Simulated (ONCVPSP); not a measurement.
# Pseudopotential generation for Cu: ONCV, PBEsol, scalar-relativistic.

ONCVPSP 4.0.1 input, shortened (lines: element, Z, core and valence counts, functional; n l f; lmax; l rc ep ncon nbas qcut; lloc lpopt rc5 dvloc0; l nproj debl; icmod fcfact rcfact), PBEsol, scalar-relativistic:

```
  Cu 29.00    3    5  -116133      upf
    1    0    2.00
    2    0    2.00
    2    1    6.00
    3    0    2.00
    3    1    6.00
    3    2   10.00
    4    0    0.75
    4    1    0.25
    3
    0    1.45    0.00    4    7    6.60
    1    1.45    0.00    5   10   11.70
    2    1.10    0.00    5    9   15.50
    3    1.30    0.04    3    7    7.80
    4    5    0.95    0.00
    0    2    3.00
    1    3    2.90
    2    1    2.20
    3    2    3.80
    0    0.00    0.00
```

- Cutoffs needed: 93 Ha and 105 Ha (the cutoffs (Ha) at which the residual kinetic energy of the hardest occupied pseudo-wave falls to 1 and 0.1 mHa per electron)
- Ghost test: no bound ghost flagged; no localised positive-energy state flagged
- Configuration tests: 2 of 4 tests not solved or not reliable
